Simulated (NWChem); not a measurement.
System: GeSiH4S, singlet; SMILES [SiH3][Ge][SH]

Input file for NWChem:

```
start job
memory heap 200 mb stack 900 mb global 1100 mb
geometry units angstroms noautoz
  Ge    -0.709053     0.176470    -0.554990
  S      0.797057     1.503308     0.399400
  H      0.143648     2.674631     0.205088
  Si     0.673742    -1.818955    -0.085633
  H      1.961786    -1.552386     0.630225
  H      0.982374    -2.501278    -1.385325
  H     -0.136703    -2.780480     0.731941
end
basis spherical
  * library def2-svp
end
dft
  xc pbe0
  iterations 150
  vectors input atomic output neutral.movecs
end
task dft energy
charge 1
dft
  odft
  mult 2
  vectors input atomic output cation.movecs
end
task dft energy
```

Low-valent species are run as closed-shell singlets; no triplet was tried in these runs. Structure relaxed at the PBE0/def2-SVP level.

Ions are spin-unrestricted doublets at the neutral geometry; other ion states weren't tried.

**Question.** Give the results of this calculation. (PBE0/def2-SVP, vertical spin-unrestricted ions.) Quantities: vertical ionisation energy, ΔSCF (eV); −ε(HOMO) (eV).

**Answer.** 
* **vertical ionisation energy, ΔSCF (eV)**: 8.51
* **−ε(HOMO) (eV)**: 6.56
